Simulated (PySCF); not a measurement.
# Relaxation of sextet RuOBr

Method: UPBE0/[Ru def2-SVP with ECP28, O def2-SVP, Br def2-SVP], scalar-relativistic core potentials, density fitting, no spin–orbit coupling, PySCF. A (50,194) grid was used.

A hand-made linear start, of C∞v symmetry, held to at least that symmetry:

```xyz
3
charge 0 multiplicity 6, angstrom
Ru    0.0000    0.0000   -0.8194
O     0.0000    0.0000   -2.5294
Br    0.0000    0.0000    1.5706
```

Q: What does it relax to?

A: It ends at C∞v with Ru–Br 2.446 Å, Ru–O 1.764 Å; Br–Ru–O 180.0°. A frequency run shows 2 imaginary modes (one degenerate set), down to 62i cm⁻¹, so it is a higher-order saddle point. Other isomers or separated fragments may lie lower.

Q: How much energy is released, and in how many steps?

A: 8.0 kJ/mol in 4 steps.

Open d and f shells are described by one determinant, and the ground state may have another occupation or spin. At this level a quartet minimum of Cs symmetry lies 64 kJ/mol below this structure.

The relaxation took of the order of 28 core-seconds on a shared host.
